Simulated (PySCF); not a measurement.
**Frontier levels across methods**

Compound: C3H8O2Si.
SMILES with atom numbers: `[CH2:1]=[CH:2][O:3][CH2:4][SiH2:5][OH:6]` (hydrogens: H7, H8 on C1; H9 on C2; H10, H11 on C4; H12, H13 on Si5; H14 on O6)

Cartesian coordinates in Å at the PBE0-D3(BJ)/def2-SVP level; atoms count from 1:
```
atom  x, y, z in Å
C1    -2.7708   -0.1553    0.4007
C2    -1.7887    0.5794    0.9315
O3    -0.4621    0.4336    0.7562
C4    -0.0150   -0.6155   -0.0841
Si5    1.8730   -0.4941   -0.0926
O6     2.3079    1.0475   -0.5441
H7    -2.5914   -0.9983   -0.2679
H8    -3.8043    0.0932    0.6434
H9    -1.9917    1.4213    1.6006
H10   -0.4251   -0.4929   -1.1052
H11   -0.3668   -1.5968    0.2896
H12    2.3726   -0.8440    1.2722
H13    2.4411   -1.4288   -1.1017
H14    1.8161    1.7407   -0.0907
```

Basis pcSseg-1 throughout (PySCF), one geometry. Geometry: PBE0-D3(BJ)/def2-SVP, one conformer, isolated molecule.

Q: How do the orbital energies, the gap and the dipole change with the method?

A: 
```json
{"method": "BLYP", "kind": "GGA", "HOMO (eV)": "-5.53", "LUMO (eV)": "-0.28", "gap (eV)": "5.25", "μ (D)": "1.16", "SCF cycles": "17"}
{"method": "OPBE", "kind": "GGA", "HOMO (eV)": "-5.63", "LUMO (eV)": "-0.17", "gap (eV)": "5.46", "μ (D)": "1.15", "SCF cycles": "16"}
{"method": "B97-D", "kind": "GGA", "HOMO (eV)": "-5.65", "LUMO (eV)": "-0.23", "gap (eV)": "5.42", "μ (D)": "1.19", "SCF cycles": "15"}
{"method": "PBE", "kind": "GGA", "HOMO (eV)": "-5.69", "LUMO (eV)": "-0.40", "gap (eV)": "5.29", "μ (D)": "1.17", "SCF cycles": "17"}
{"method": "KT3", "kind": "GGA", "HOMO (eV)": "-5.70", "LUMO (eV)": "-0.47", "gap (eV)": "5.23", "μ (D)": "1.11", "SCF cycles": "16"}
{"method": "KT2", "kind": "GGA", "HOMO (eV)": "-5.72", "LUMO (eV)": "-0.58", "gap (eV)": "5.14", "μ (D)": "1.13", "SCF cycles": "16"}
{"method": "BP86", "kind": "GGA", "HOMO (eV)": "-5.80", "LUMO (eV)": "-0.43", "gap (eV)": "5.37", "μ (D)": "1.18", "SCF cycles": "15"}
{"method": "LDA", "kind": "LDA", "HOMO (eV)": "-5.89", "LUMO (eV)": "-0.65", "gap (eV)": "5.24", "μ (D)": "1.26", "SCF cycles": "16"}
{"method": "B97-2", "kind": "global hybrid", "HOMO (eV)": "-6.65", "LUMO (eV)": "0.57", "gap (eV)": "7.22", "μ (D)": "1.33", "SCF cycles": "14"}
{"method": "B3LYP", "kind": "global hybrid", "HOMO (eV)": "-6.67", "LUMO (eV)": "0.31", "gap (eV)": "6.98", "μ (D)": "1.32", "SCF cycles": "15"}
{"method": "PBE0", "kind": "global hybrid", "HOMO (eV)": "-6.91", "LUMO (eV)": "0.55", "gap (eV)": "7.47", "μ (D)": "1.35", "SCF cycles": "14"}
{"method": "mPW1PW91", "kind": "global hybrid", "HOMO (eV)": "-6.94", "LUMO (eV)": "0.57", "gap (eV)": "7.51", "μ (D)": "1.35", "SCF cycles": "14"}
{"method": "BHandHLYP", "kind": "global hybrid", "HOMO (eV)": "-7.98", "LUMO (eV)": "1.50", "gap (eV)": "9.47", "μ (D)": "1.49", "SCF cycles": "13"}
{"method": "CAM-B3LYP", "kind": "range-separated hybrid", "HOMO (eV)": "-8.24", "LUMO (eV)": "1.59", "gap (eV)": "9.83", "μ (D)": "1.39", "SCF cycles": "13"}
{"method": "wB97X-D", "kind": "range-separated hybrid", "HOMO (eV)": "-8.78", "LUMO (eV)": "2.40", "gap (eV)": "11.19", "μ (D)": "1.38", "SCF cycles": "14"}
{"method": "HF", "kind": "Hartree–Fock", "HOMO (eV)": "-9.57", "LUMO (eV)": "3.96", "gap (eV)": "13.53", "μ (D)": "1.65", "SCF cycles": "11"}
{"method": "LC-wPBE", "kind": "range-separated hybrid", "HOMO (eV)": "-9.61", "LUMO (eV)": "2.88", "gap (eV)": "12.48", "μ (D)": "1.42", "SCF cycles": "14"}
```

The HOMO spans 4.07 eV, from BLYP down to LC-wPBE, and the gap runs from 5.14 eV (KT2) to 13.53 eV (HF). Over the methods BLYP (0 %), OPBE (0 %), B97-D (0 %), PBE (0 %), KT3 (0 %), KT2 (0 %), BP86 (0 %), LDA (0 %), B97-2 (21 %), B3LYP (20 %), PBE0 (25 %), mPW1PW91 (25 %), BHandHLYP (50 %), HF (100 %), a straight line through the gap against the share of exact exchange rises by 0.83 eV for each 10 % (correlation coefficient 0.999). The dipole ranges from 1.11 D (KT3) to 1.65 D (HF). This basis has no diffuse functions.
